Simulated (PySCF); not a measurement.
Compound: C5H9NSi.
SMILES: `C#C[C@H]1CC[SiH2]N1`

Level of theory: TDDFT wB97X-D/def2-SVPD, vertical, gas phase, core orbitals frozen in the response (PySCF 2.14.0, density-fitted response routines). The structure is a single PBE0-D3(BJ)/def2-SVP conformer in the gas phase; no vibrational or solvent corrections.

```json
{"state": "S1", "E (eV)": "6.27", "E (hartree)": "0.2305", "f": "0.011", "main configurations (H = HOMO, L = LUMO)": "H→L (66%), H→L+1 (25%)"}
{"state": "S2", "E (eV)": "6.51", "E (hartree)": "0.2392", "f": "0.0015", "main configurations (H = HOMO, L = LUMO)": "H-1→L+4 (17%), H-2→L+2 (16%), H→L+2 (14%)"}
{"state": "S3", "E (eV)": "6.66", "E (hartree)": "0.2448", "f": "0.0044", "main configurations (H = HOMO, L = LUMO)": "H→L+1 (26%), H-1→L+4 (18%), H→L (12%)"}
{"state": "S4", "E (eV)": "6.79", "E (hartree)": "0.2495", "f": "0.0009", "main configurations (H = HOMO, L = LUMO)": "H-1→L+2 (23%), H-2→L+4 (11%), H→L+4 (8%)"}
{"state": "S5", "E (eV)": "6.85", "E (hartree)": "0.2519", "f": "0.0083", "main configurations (H = HOMO, L = LUMO)": "H→L+1 (24%), H-2→L+2 (14%), H→L+2 (9%)"}
{"state": "S6", "E (eV)": "7.44", "E (hartree)": "0.2734", "f": "0.0068", "main configurations (H = HOMO, L = LUMO)": "H→L+2 (48%), H-2→L+2 (16%), H-2→L (12%)"}
{"state": "S7", "E (eV)": "7.52", "E (hartree)": "0.2765", "f": "0.037", "main configurations (H = HOMO, L = LUMO)": "H→L+4 (31%), H→L+3 (27%)"}
{"state": "S8", "E (eV)": "7.65", "E (hartree)": "0.2812", "f": "0.042", "main configurations (H = HOMO, L = LUMO)": "H-1→L (55%), H-1→L+1 (10%), H-1→L+3 (10%)"}
{"state": "S9", "E (eV)": "7.72", "E (hartree)": "0.2838", "f": "0.013", "main configurations (H = HOMO, L = LUMO)": "H→L+4 (37%), H→L+3 (17%), H→L+5 (16%)"}
{"state": "S10", "E (eV)": "7.82", "E (hartree)": "0.2876", "f": "0.035", "main configurations (H = HOMO, L = LUMO)": "H-2→L (32%), H-2→L+2 (15%), H→L+5 (10%)"}
```

Triplets, Tamm–Dancoff:

| state | E (eV) | λ (nm) | main configurations (H = HOMO, L = LUMO) |
| --- | --- | --- | --- |
| T1 | 5.40 | 229.6 | H-1→L+2 (22%), H-2→L+4 (18%), H-2→L+3 (9%) |
| T2 | 5.91 | 209.9 | H-1→L+2 (26%), H→L (22%), H→L+1 (16%) |
| T3 | 5.97 | 207.5 | H-1→L+4 (22%), H-2→L+2 (18%), H-1→L+3 (11%) |
| T4 | 6.13 | 202.2 | H→L (30%), H→L+1 (15%), H-2→L+4 (9%) |

The lowest singlet lies at 6.27 eV (198 nm, vacuum ultraviolet) and is weak; its leading configuration is HOMO→LUMO (66%). The strongest level in the table is S8 at 7.65 eV (162 nm, f = 0.042). Löwdin shares by element: HOMO nitrogen 54%, carbon 13% or more, silicon 10% (atoms not listed hold the other 23%); LUMO silicon 23%, carbon 20% or more, hydrogen 9% or more (atoms not listed hold the other 48%). Orbital energies (eV): HOMO-3 -10.47, HOMO-2 -9.94, HOMO-1 -9.68, HOMO -8.78, LUMO 2.06, LUMO+1 2.20, LUMO+2 2.65. Weighted by f, the mean energy of these states is 7.48 eV. The listed states span 1.55 eV, and the widest gap between neighbours is 0.59 eV (S5 to S6). The vertical ionisation energy (ΔSCF) is 8.89 eV, 1.07 eV above S10. Only the lowest 10 singlets were computed, as vertical energies without vibronic structure.
